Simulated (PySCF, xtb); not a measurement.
ZrF₃Cl, SMILES [Zr]([F])([F])([Cl])[F], multiplicity 1.

Harmonic wavenumbers (cm⁻¹) from GFN2-xTB in xtb at its own minimum, in rising order: 130, 130, 138, 138, 141, 409, 527, 573, 574.

Problem. What does PySCF with PBE-D3(BJ)/def2-SVP give at its own minimum? (The exact figures need the calculation; the answer reports its results.)

Solution. 123, 123, 159, 159, 160, 405, 673, 692, 692. Paired by order, the mean absolute difference is 51 cm⁻¹ and the zero-point energies are 3.9 and 4.6 kcal/mol.
